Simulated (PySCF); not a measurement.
**Dipole response of Se⁻ (selenium, charge -1)**

[Ar] 3d10 4s2 4p5, 2P determinant. All numbers are calculated (PySCF 2.14, no relativity, point nucleus, in def2-TZVPPD (7s6p5d1f, 57 functions)). Coupled (time-dependent) response in atomic units; α is the mean over directions.

```tsv
method	mean α (bohr³)	α xx, yy, zz	C₆ (like pair)	S(−4)
wB97M-V	61.26	50.52, 66.62, 66.62	751.5	1104
```

S(−4) is the Cauchy moment in α(ω) = α(0) + S(−4) ω² + …

Spin-orbit coupling is absent.

α(iu) at wB97M-V:

```json
{"u (hartree)": "0", "α(iu) (bohr³)": "61.26"}
{"u (hartree)": "0.0500", "α(iu) (bohr³)": "58.66"}
{"u (hartree)": "0.100", "α(iu) (bohr³)": "52.35"}
{"u (hartree)": "0.200", "α(iu) (bohr³)": "37.89"}
{"u (hartree)": "0.300", "α(iu) (bohr³)": "26.98"}
{"u (hartree)": "0.500", "α(iu) (bohr³)": "15.02"}
{"u (hartree)": "0.750", "α(iu) (bohr³)": "8.544"}
{"u (hartree)": "1.00", "α(iu) (bohr³)": "5.493"}
{"u (hartree)": "1.50", "α(iu) (bohr³)": "2.822"}
{"u (hartree)": "2.00", "α(iu) (bohr³)": "1.726"}
{"u (hartree)": "3.00", "α(iu) (bohr³)": "0.8506"}
{"u (hartree)": "5.00", "α(iu) (bohr³)": "0.3424"}
```

A single London oscillator, α(iu) = α/(1 + u²/ω²), gives C₆ = (3/4) ω α². Matching the computed C₆ needs ω = 4 × 751.5 / (3 × 61.26²) = 0.267 hartree.

For an ion, C₆ is the dispersion term alone; charge-induced terms of lower order in 1/R come first.

The components differ because the open shell of this determinant is not spherical; for a pure term their mean is the scalar polarisability.
